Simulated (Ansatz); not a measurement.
Computed with Ansatz on PBE0-D4/def2-TZVP structures; ΔE is electronic, products minus reactants. CBS: MP2 limit from def2 TZ/QZ plus the TZ coupled-cluster correction, frozen cores. This one scheme is used for every species. DFT in def2-TZVPP. Each species was taken in one conformer, which may not be the lowest.

Reaction (substitution at a C–Cl bond): `[SiH3][SiH2]CCl` + H–F → `FC[SiH2][SiH3]` + HCl

`[SiH3][SiH2]CCl`:

Cartesian coordinates in Å:
```
Si 1.294 -1.363 0.125
Si -0.135 0.394 0.732
C -1.125 0.959 -0.774
Cl -2.221 2.299 -0.333
H 2.086 -1.815 1.299
H 0.506 -2.515 -0.392
H 2.232 -0.920 -0.943
H -1.080 -0.055 1.787
H 0.656 1.543 1.245
H -0.473 1.320 -1.570
H -1.740 0.153 -1.175
```

H–F:

Cartesian coordinates in Å:
```
F 0.269 -0.261 -0.267
H -0.269 0.261 0.267
```

`FC[SiH2][SiH3]`:

Z-matrix (Å, degrees):
```
C
Si 1 1.902
F 1 1.391 2 110.2
H 1 1.095 2 110.9 3 -119.8
H 1 1.095 2 111.5 3 120.0
Si 2 2.339 1 110.4 3 53.7
H 2 1.491 1 107.0 3 174.2
H 2 1.488 1 109.6 3 -68.4
H 6 1.486 2 110.7 1 -65.6
H 6 1.488 2 110.0 1 174.1
H 6 1.488 2 109.7 1 54.7
```

HCl:

Cartesian coordinates in Å:
```
Cl 0.569 0.221 -0.191
H -0.569 -0.221 0.191
```

```csv
level,ΔE (kJ/mol)
PBE0-D4,37.0
SCS-MP2/def2-TZVPP,40.4
```

(1) What does CCSD(T)/CBS give? (Best estimate.)

Largest T1 diagnostic among the species: 0.012.

Results:

(1) Ansatz gave: +43.7 kJ/mol. The listed levels differ from it by -6.7, -3.3 kJ/mol.

In def2-TZVPP, CCSD(T) changes the Hartree–Fock value by +15.9 kJ/mol (the triples alone add +2.7 kJ/mol) and MP2 by +27.1 kJ/mol. The D4 term adds +5.9 kJ/mol with B3LYP and +3.1 kJ/mol with PBE0; it sums over pairs of atoms, weighted by their polarisabilities, and B3LYP, whose exchange is more repulsive, gets the larger term.

B3LYP here is the variant with VWN-RPA as its local correlation; programs differ in this.
